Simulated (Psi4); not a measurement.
C₂H₂F (SMILES C=[C]F), doublet, geometry from GFN2-xTB; BLYP/STO-3G run with Psi4 1.11.

Here is a job for Psi4.
```
memory 2 GB

molecule {
0 2
  C     0.01269615    0.41171885   -0.01137087
  C     1.19873388   -0.11100266   -0.02785296
  F    -1.19104254   -0.12604551    0.03401395
  H     1.37985501   -1.18518672   -0.00369633
  H     2.07094770    0.51529918   -0.06708620
}

set basis sto-3g
set reference uks
set dft_radial_points 99

energy('blyp')
print_variables()
```

Problem. What does Psi4 print? Leave out banner, timings and long lists.

Solution. 
```
   => Loading Basis Set <=

    Name: STO-3G
    Role: ORBITAL
    Keyword: BASIS

         ---------------------------------------------------------
                                   SCF
               by Justin Turney, Rob Parrish, Andy Simmonett
                          and Daniel G. A. Smith
                              UKS Reference
         ---------------------------------------------------------

  ==> Geometry <==

    Molecular point group: c1
    Full point group: C1

    Geometry (in Angstrom), charge = 0, multiplicity = 2:

       Center              X                  Y                   Z               Mass
    ------------   -----------------  -----------------  -----------------  -----------------
         C            0.115173938951     0.399749222874    -0.013685444276    12.000000000000
         C            1.301211668951    -0.122972287126    -0.030167534276    12.000000000000
         F           -1.088564751049    -0.138015137126     0.031699375724    18.998403162730
         H            1.482332798951    -1.197156347126    -0.006010904276     1.007825032230
         H            2.173425488951     0.503329552874    -0.069400774276     1.007825032230

  Running in c1 symmetry.

  Rotational constants: A =      4.06251  B =      0.33706  C =      0.31124 [cm^-1]
  Rotational constants: A = 121791.10985  B =  10104.93128  C =   9330.76372 [MHz]
  Nuclear repulsion =   60.663657808472259

  Charge       = 0
  Multiplicity = 2
  Electrons    = 23
  Nalpha       = 12
  Nbeta        = 11

  ==> Algorithm <==

  SCF Algorithm Type is DF.
  DIIS enabled.
  MOM disabled.
  Fractional occupation disabled.
  Guess Type is SAD.
  Energy threshold   = 1.00e-06
  Density threshold  = 1.00e-06
  Integral threshold = 1.00e-12

  ==> Primary Basis <==

  Basis Set: STO-3G
    Blend: STO-3G
    Number of shells: 11
    Number of basis functions: 17
    Number of Cartesian functions: 17
    Spherical Harmonics?: true
    Max angular momentum: 1

  ==> DFT Potential <==

   => LibXC <=

    Version 7.1.2
    S. Lehtola, C. Steigemann, M. J. T. Oliveira, and M. A. L. Marques,  SoftwareX 7, 1–5 (2018) (10.1016/j.softx.2017.11.002)

   => Composite Functional: BLYP <=

    BLYP GGA Exchange-Correlation Functional

    P.J. Stephens et. al., J. Phys. Chem., 98, 11623-11627, 1994
    B. Miehlich et. al., Chem. Phys. Lett., 157(3), 200-206 1989

    Deriv               =              1
    GGA                 =           TRUE
[...]
      Ntotal   =   22.9999942905 ; deviation = -5.710e-06

   @Spin Contamination Metric:   4.632766412E-03
   @S^2 Expected:                7.500000000E-01
   @S^2 Observed:                7.546327664E-01
   @S   Expected:                5.000000000E-01
   @S   Observed:                5.000000000E-01

    Orbital Energies [Eh]
    ---------------------

    Alpha Occupied:

[...]
    Alpha Virtual:

[...]
    Beta Occupied:

[...]
    Beta Virtual:

[...]
    Final Occupation by Irrep:
              A
    DOCC [    11 ]
    SOCC [     1 ]
    NA   [    12 ]
    NB   [    11 ]

  @DF-UKS Final Energy:  -174.66497955757180

   => Energetics <=

    Nuclear Repulsion Energy =             60.6636578084722586
    One-Electron Energy =                -360.5715465516779545
    Two-Electron Energy =                 147.2397407140470591
    DFT Exchange-Correlation Energy =     -21.9968315284131322
    Empirical Dispersion Energy =           0.0000000000000000
    VV10 Nonlocal Energy =                  0.0000000000000000
    Total Energy =                       -174.6649795575717974

  UHF NO Occupations:
  HONO-2 :   10  A 1.9998632
  HONO-1 :   11  A 1.9979544
  HONO-0 :   12  A 1.0000000
  LUNO+0 :   13  A 0.0020456
  LUNO+1 :   14  A 0.0001368
  LUNO+2 :   15  A 0.0000819
  LUNO+3 :   16  A 0.0000410

Computation Completed

Properties will be evaluated at   0.000000,   0.000000,   0.000000 [a0]

Properties computed using the SCF density matrix

 Multipole Moments:

 ------------------------------------------------------------------------------------
     Multipole            Electronic (a.u.)      Nuclear  (a.u.)        Total (a.u.)
 ------------------------------------------------------------------------------------

 L = 1.  Multiply by 2.5417464519 to convert [e a0] to [Debye]
 Dipole X            :         -4.5863413            4.4540640           -0.1322772
 Dipole Y            :          0.3722244           -0.5202443           -0.1480199
 Dipole Z            :          0.1079726           -0.1005999            0.0073727
 Magnitude           :                                                    0.1986492

 ------------------------------------------------------------------------------------

  Variable Map:
  ----------------------------------------------------------------------------
[...]
  Array Variable Map:
  ----------------------------------------------------------------------------
[...]
[...]
```
